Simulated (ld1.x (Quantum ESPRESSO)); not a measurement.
**Ar: one change to a PAW potential, before and after**

| Property | Result |
| --- | --- |
| Element | Ar (Z = 18) |
| Generator | ld1.x (Quantum ESPRESSO) 7.5 |
| Type | PAW |
| Functional | LDA (PZ) |
| Relativity | scalar-relativistic |
| Frozen core | [Ne] |
| Valence charge | 8 |
| Reference configuration | 3s2 3p6 |
| Partial waves | 3s (bound): rcut 1.00, rcutus 1.05 bohr; 3s channel at -1.25 Ry: rcut 1.00, rcutus 1.05 bohr; 3p (bound): rcut 0.80, rcutus 1.00 bohr; 3p channel at 0.4 Ry: rcut 0.80, rcutus 1.00 bohr; 3d channel at 0.35 Ry: rcut 0.90, rcutus 0.95 bohr; 3d channel at 2.15 Ry: rcut 0.90, rcutus 0.95 bohr |
| Local potential | all-electron potential smoothed inside 0.70 bohr (lloc = -1) |
| Core correction | a·sin(br)/r model core, default radius (ld1.x builds one for every PAW set, though the input has nlcc=.false.) |
| Augmentation charge | PSQ, inside the norm-conserving radii |

Change: core correction a·sin(br)/r model core inside 0.74 bohr.

Cutoffs: the cutoffs (Ry, on a coarse ladder) from which the occupation-weighted sum of valence levels, in a spherical-Bessel basis at the reference potential, stays within 10 and 1 mRy of its value at 400 Ry; they do not see the model core or the augmentation charge, which bear on the density cutoff. Errors are all-electron minus pseudo energies relative to the spin-unpolarised reference configuration.

**Question.** What does the change do?

**Answer.** The potential gets neither clearly harder nor softer (45 Ry and 100 Ry → 45 Ry and 100 Ry); both files keep a bound ghost (p, s); the errors of the 8 common tests hardly move. The default core radius of the base comes out at 0.72 bohr. A wider model core is smoother and lowers the density cutoff, which this test does not measure.

```tsv
quantity	base	changed
cutoff, loose	45 Ry	45 Ry
cutoff, tight	100 Ry	100 Ry
bound ghosts	s, p	s, p
error for 3s2 3p5, meV [ΔE 16.16 eV]	-2.6	-2.4
error for 3s2 3p4, meV [ΔE 44.89 eV]	-11	-10
error for 3s2 3p3, meV [ΔE 87.54 eV]	-36	-33
error for 3s2 3p2, meV [ΔE 145.26 eV]	-92	-87
error for 3s1 3p6, meV [ΔE 30.63 eV]	-3.4	-3.2
error for 3s2 3p5.5, meV [ΔE 6.60 eV]	-0.9	-0.9
error for 3s2 3p5 (spin-polarised), meV [ΔE 15.93 eV]	-2.9	-2.6
error for 3s2 3p4 (spin-polarised), meV [ΔE 43.85 eV]	-12	-11
s: phases at 1.15 bohr within 0.05 rad from the reference energy up to (Ry; the scan ends near 5)	to the end of the scan	to the end of the scan
p: phases at 1.15 bohr within 0.05 rad from the reference energy up to (Ry; the scan ends near 5)	to the end of the scan	to the end of the scan
d: phases at 1.15 bohr within 0.05 rad from the reference energy up to (Ry; the scan ends near 5)	to the end of the scan	to the end of the scan
lowest overlap eigenvalue by channel	s 0.53, p 0.75, d 0.90	s 0.53, p 0.75, d 0.90
```

 A true bound ghost makes a file unfit for plane-wave use even where its test errors are small: the radial tests pick states by their node count and pass the ghost by.
